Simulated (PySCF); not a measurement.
An unknown shows these calculated signals:

¹H NMR (300 MHz, computed): δ 8.55 (m, 2H), 7.98 (m, 1H), 7.85 (m, 2H).

¹³C{¹H} NMR (computed): δ 165.9 (C), 141.6 (CH), 139.6 (CH), 134.4 (CH), 129.7 (C).

One conformer, relativity neglected, no solvent, equivalent nuclei averaged. Shieldings: GIAO PBE0/pcSseg-1; GFN2-xTB geometry; PySCF 2.14.0 with density-fitted response routines.

Chemical shifts δ = σref − σ; ¹H (σ = 31.72 ppm) and ¹³C (σ = 186.93 ppm) vs TMS, all at this level.

Q: Which of these does the molecule contain: an NH or NH2 group, a nitrile, a benzene ring, an N-methyl group?

A: 
- An NH or NH2 group: no.
- A nitrile: no.
- A benzene ring: yes.
- An N-methyl group: no.

The data belong to SMILES O=C(F)c1ccccc1, C7H5FO; they needn't prove each group on their own.

Carbon signals by region: 1 in the far downfield region (above 160 ppm), 4 in the sp2 and nitrile region (100–160 ppm). Above 160 ppm: 165.9, carbonyl carbon.

Splittings by ¹⁹F in the carbon and heteronuclear signals aren't shown, as no couplings were computed. Shifts are as computed. Against solution values, carbons near 30 ppm lie about +3 ppm off and those near 130 ppm about +5 ppm. Of 1211 compounds with measured shifts, 218 miss one by over three times the rms of a fit or turn the order of signals round; such compounds aren't used in these exercises. Multiplicities follow the n + 1 count of equivalent neighbours, as no J values were calculated; m marks all less simple cases, F and P coupling included.
